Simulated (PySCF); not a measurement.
**Spectroscopy problems**

[PySCF: PBE0/pcSseg-1 with gauge-including orbitals; GFN2-xTB geometry; relativity neglected; one averaged value for each set of equivalent atoms; a single conformation; isolated molecule]

Shifts are taken against calculated references (same method and geometry level): $^{1}$H (σref 31.72), $^{13}$C (σref 186.93) against TMS. Splittings of carbon signals by F and P are missing where no couplings were computed. Where no couplings were computed, multiplicities follow the n + 1 count of equivalent neighbours, and m marks all less simple cases (inequivalent or close neighbours, rings, F or P nearby). Shifts are as computed. Against solution values, carbons near 30 ppm lie about +3 ppm off and those near 130 ppm about +5 ppm. Of 1211 compounds with measured shifts, 218 miss one by over three times the rms of a fit or turn the order of signals round; such compounds aren't used in these exercises.

(1) C$_{3}$H$_{5}$N$_{3}$. $^{1}$H NMR (400 MHz, computed): δ 7.89 (m, 1H), 7.87 (m, 1H), 4.06 (s, 3H). $^{13}$C{$^{1}$H} NMR (computed): δ 155.5 (CH), 147.4 (CH), 36.4 (CH3). Identify the compound.

(2) C$_{8}$H$_{15}$P. $^{1}$H NMR (300 MHz, computed): δ 6.73 (m, 1H), 6.11 (m, 1H), 5.77 (m, 1H), 1.98 (m, 2H), 1.90 (m, 2H), 1.54 (m, 2H), 1.17 (m, 2H), 1.10 (m, 1H), 0.94 (m, 3H). $^{13}$C{$^{1}$H} NMR (computed): δ 153.7 (CH), 134.0 (CH2), 38.3 (CH), 36.7 (CH2), 34.1 (CH2), 25.6 (CH3). Identify the compound.

## Answers

(1) 1-methyl-1,2,4-triazole (SMILES CN1C=NC=N1). Rings plus π bonds: 3 (1 ring in the answer). 3 carbon signals for 3 carbons: no two carbons are equivalent. Carbon types of the structure: 2 × CH, 1 × CH3, which accounts for all hydrogens. δC 155.5, 147.4: aromatic CH between two ring heteroatoms. δC 36.4: methyl carbon bonded to N; pulled downfield by the heteroatom. δH 7.89, 7.87: hydrogen on an aromatic CH between two ring heteroatoms; the ring current deshields protons in the ring plane. δH 4.06: hydrogen on a methyl carbon bonded to N; its carbon carries N, an electronegative neighbour.

This is the structure that produced the data.

(2) `C=CP1CCC(C)CC1`. 6 carbon signals for 8 carbons: some carbons are equivalent by symmetry or fast rotation. Carbon types of the structure: 2 × CH, 5 × CH2, 1 × CH3, which accounts for all hydrogens. δC 153.7: alkene CH; an sp2 carbon of a C=C bond. δC 134.0: terminal =CH2 carbon; an sp2 carbon of a C=C bond. δH 1.10: hydrogen on an sp3 CH in a ring; far from electronegative atoms and π systems. δH 0.94: hydrogen on a methyl carbon; far from electronegative atoms and π systems.

The data come from this structure; uniqueness wasn't tested.
